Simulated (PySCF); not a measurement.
# How methods differ on the interval between two levels of Nb

Nb [Kr] 4d4 5s1 [6D9/2, M_J = 9/2] → Nb [Kr] 4d3 5s2 [4F9/2, M_J = 9/2], as a difference of total energies. Computed with PySCF 2.14 in x2c-SVPall-2c with one added diffuse shell each of s, p, d type (7s9p7d1f, 76 functions), with the two-component X2C-1e Hamiltonian. Correlated levels: [Ar] 3d10 frozen; the 6 highest virtual spinors dropped. "Screened" scales the spin-orbit matrix elements by Boettger's factors to mimic the two-electron term; Breit and QED terms are absent.

| method | interval between two levels (cm⁻¹) | error (cm⁻¹) |
| --- | --- | --- |
| GHF (spin-free) | 6479.3 | +4724 |
| GMP2 (spin-free) | 3328.7 | +1574 |
| GHF (screened spin-orbit) | 6790.9 | +5036 |
| GMP2 (screened spin-orbit) | 3660.9 | +1906 |

Reference: 1755.1 cm⁻¹ (measured; NIST Handbook of Basic Atomic Spectroscopic Data (Sansonetti and Martin, J. Phys. Chem. Ref. Data 34, 1559 (2005))).

The spin-free rows relax to the high-spin LS determinant and lack the spin-orbit shift.

Errors of the correlated levels include the incompleteness of this basis and the frozen core.

The labels give the starting determinants; with spin-orbit coupling the two ends relaxed to ⟨J²⟩ = 24.76, ⟨L²⟩ = 6.03, ⟨S²⟩ = 8.75 and ⟨J²⟩ = 24.81, ⟨L²⟩ = 12.06, ⟨S²⟩ = 3.78.
